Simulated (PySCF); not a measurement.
Match the calculated data to a structure.

All candidates are C10H12O.

* 1H NMR: chemical shifts (computed TMS as zero) by class: 6.24 (1 H), 6.23 (1 H), 6.23 (1 H), 6.21 (1 H), 6.19 (1 H), 6.15 (1 H), 5.73 (1 H), 4.04 (1 H), 1.18 (3 H), 0.81 (1 H) ppm [GIAO PBE0/pcSseg-1]
* NMR, other nuclei: isotropic shieldings of nuclei other than C and H, by class: 270 (1 O) ppm [GIAO PBE0/pcSseg-1]
* Rotational structure: rotational constants A, B, C: 2.009, 0.777, 0.688 GHz [GFN2-xTB]
* 13C NMR: chemical shifts (computed TMS as zero) by class: 161.5 (1 C), 141.4 (1 C), 141.2 (1 C), 141.0 (1 C), 140.7 (1 C), 140.6 (1 C), 139.7 (1 C), 129.6 (1 C), 75.5 (1 C), 27.8 (1 C) ppm [GIAO PBE0/pcSseg-1]
* Dipole: 1.43 D [PBE0/pcSseg-1]

The electronic properties come from PySCF, for the isolated species, density fitting. Levels stand in brackets. Geometry: GFN2-xTB, one conformer, isolated molecule. NMR classes are plain means over equivalent atoms (diastereotopic ones count apart unless rotation or inversion swaps them), as if these changed places fast.

**Question.** Which candidate is it?
A. `C#C[C@@H]1C(=O)CCC[C@H]1C=C`
B. `C[C@H](O)C1=C/C=C\C=C/C=C\1`
C. `COc1cccc2c1CCC2`

**Answer.** B. It is `C[C@H](O)C1=C/C=C\C=C/C=C\1`. Numbering: `[CH3:1][C@H:2]([OH:3])[C:4]1=[CH:5]/[CH:6]=[CH:7]\[CH:8]=[CH:9]/[CH:10]=[CH:11]\1`. Its formula, C10H12O, gives 5 degrees of unsaturation: 1 ring and 4 π bonds in the structure found. 10 carbons fall into 10 classes; from least to most shielded: fully substituted alkene carbon [C4] (161.5 ppm), alkene CH carbon [C11] (141.4 ppm), alkene CH carbon [C6] (141.2 ppm), alkene CH carbon [C8] (141.0 ppm), alkene CH carbon [C9] (140.7 ppm), alkene CH carbon [C10] (140.6 ppm), alkene CH carbon [C7] (139.7 ppm), alkene CH carbon [C5] (129.6 ppm), carbinol carbon (C–OH) [C2] (75.5 ppm), methyl carbon [C1] (27.8 ppm). Hydrogen classes from least to most shielded: 1 H on an alkene CH carbon, C9 (6.24 ppm), 1 H on an alkene CH carbon, C6 (6.23 ppm), 1 H on an alkene CH carbon, C8 (6.23 ppm), 1 H on an alkene CH carbon, C10 (6.21 ppm), 1 H on an alkene CH carbon, C11 (6.19 ppm), 1 H on an alkene CH carbon, C7 (6.15 ppm), 1 H on an alkene CH carbon, C5 (5.73 ppm), 1 H on a carbinol carbon (C–OH), C2 (4.04 ppm), 3 H on a methyl carbon, C1 (1.18 ppm, a mean of values up to 1.1 ppm apart in this geometry), 1 H on an alcohol oxygen, O3 (0.81 ppm). The other shieldings belong to: 270 ppm, alcohol oxygen [O3]. The optimised geometry has point group C1 and is an asymmetric top.

The others, at the same levels:
- `COc1cccc2c1CCC2` fails: its computed 13C shifts are 163.0 (1 C), 151.5 (1 C), 137.1 (1 C), 133.0 (1 C), 121.7 (1 C), 110.0 (1 C), 55.7 (1 C), 37.2 (1 C), 33.1 (1 C), 28.6 (1 C) ppm, 1H shifts are 7.41 (1 H), 7.17 (1 H), 6.59 (1 H), 3.98 (3 H), 3.05 (2 H), 3.01 (2 H), 2.09 (2 H) ppm and rotational constant A is 1.844 GHz (against 2.009 GHz).
- `C#C[C@@H]1C(=O)CCC[C@H]1C=C` fails: its computed 13C shifts are 213.1 (1 C), 148.4 (1 C), 125.0 (1 C), 89.3 (1 C), 81.2 (1 C), 50.0 (1 C), 46.1 (1 C), 42.0 (1 C), 28.8 (1 C), 26.0 (1 C) ppm, 1H shifts are 6.13 (1 H), 5.58 (1 H), 5.48 (1 H), 3.54 (1 H), 3.18 (1 H), 3.04 (1 H), 2.61 (1 H), 2.19 (1 H), 1.95 (1 H), 1.86 (1 H), 1.76 (1 H), 1.53 (1 H) ppm and rotational constant A is 1.390 GHz (against 2.009 GHz).

Each candidate is one conformer, not necessarily the lowest. Dipoles, sizes and rotational constants follow the conformer. The torsions of the flexible species, by atom-mapped SMILES:
- `[CH3:1][C@H:2]([OH:3])[C:4]1=[CH:5]/[CH:6]=[CH:7]\[CH:8]=[CH:9]/[CH:10]=[CH:11]\1`: C1–C2–C4–C5 97°, H–O3–C2–C1 -57°

The conformers of `COc1cccc2c1CCC2` and `C#C[C@@H]1C(=O)CCC[C@H]1C=C` aren't listed.
